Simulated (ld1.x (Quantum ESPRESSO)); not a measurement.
## u(r) = r·R(r): atom against pseudo-atom (C)

Columns: radius, all-electron u(r) and pseudo u(r) of the 2s shell (level -19.25 eV) of carbon in the configuration [He] 2s2 2p1.5; LDA (PZ), scalar-relativistic, ultrasoft scheme, ld1.x (Quantum ESPRESSO) 7.5.

| r (bohr) | all-electron | pseudo |
| --- | --- | --- |
| 0.080 | 0.3137 | -0.0709 |
| 0.160 | 0.3583 | -0.1422 |
| 0.240 | 0.2695 | -0.2144 |
| 0.320 | 0.1212 | -0.2873 |
| 0.400 | -0.0456 | -0.3607 |
| 0.480 | -0.2086 | -0.4338 |
| 0.560 | -0.3565 | -0.5055 |
| 0.640 | -0.4840 | -0.5743 |
| 0.720 | -0.5895 | -0.6385 |
| 0.800 | -0.6734 | -0.6961 |
| 0.880 | -0.7372 | -0.7453 |
| 0.960 | -0.7829 | -0.7847 |
| 1.040 | -0.8126 | -0.8127 |
| 1.120 | -0.8288 | -0.8288 |
| 1.200 | -0.8337 | -0.8337 |
| 1.280 | -0.8290 | -0.8290 |
| 1.360 | -0.8167 | -0.8167 |
| 1.440 | -0.7984 | -0.7984 |
| 1.520 | -0.7753 | -0.7753 |
| 1.600 | -0.7487 | -0.7487 |
| 1.680 | -0.7195 | -0.7195 |
| 1.760 | -0.6885 | -0.6885 |
| 1.840 | -0.6564 | -0.6564 |
| 1.920 | -0.6237 | -0.6237 |
| 2.000 | -0.5910 | -0.5910 |
| 2.080 | -0.5585 | -0.5585 |

Task: How many radial nodes do the two functions have?

Result: The all-electron 2s function has n − l − 1 = 1; the pseudo-wave has 0, since the states of the same l below it are removed with the core.

Task: At about which radius was the pseudo-wave matched?

Result: 1.10 bohr, where the columns begin to agree (steps of 0.08 bohr).

Task: Where does each function peak?

Result: Outermost all-electron maximum near 1.20 bohr, pseudo maximum near 1.20 bohr (to the table’s step).

Task: Is the pseudo-wave norm-conserving?

Result: No, it belongs to an ultrasoft set: the norm inside the radius is not constrained, and the difference is carried by the augmentation charge.
